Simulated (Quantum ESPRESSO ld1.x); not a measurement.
Results of a calculation; reference values are marked as such.
All-electron atom: Ar4.25+ in [He] 2s2 2p(up 3, down 2.75) 3s2 3p2 (fractional occupations, a model configuration). Code: ld1.x of Quantum ESPRESSO 7.5. Model: non-relativistic Kohn-Sham, LDA (Slater exchange, Perdew-Wang correlation), spin-polarised, spherical densities, point nucleus; open shells are filled with parallel spins first. Some entries of the table are withheld. Estimate them.

orbital,occ.,eigenvalue (eV),<r> (bohr)
1s up,1,-3184.38,0.08641
1s down,1,-3183.07,0.08638
2s up,1,-374.001,0.4144
2s down,1,-372.320,0.4142
2p up,3,-311.237,0.3732
2p down,2.75,-309.252,0.3733
3s up,1,-88.0859,1.233
3s down,1,-84.6885,1.242
3p up,2,(1),1.297
3p down,0,(2),1.312

Answer. 
(1) 3p up eigenvalue (eV): -72.2299
(2) 3p down eigenvalue (eV): -68.9515
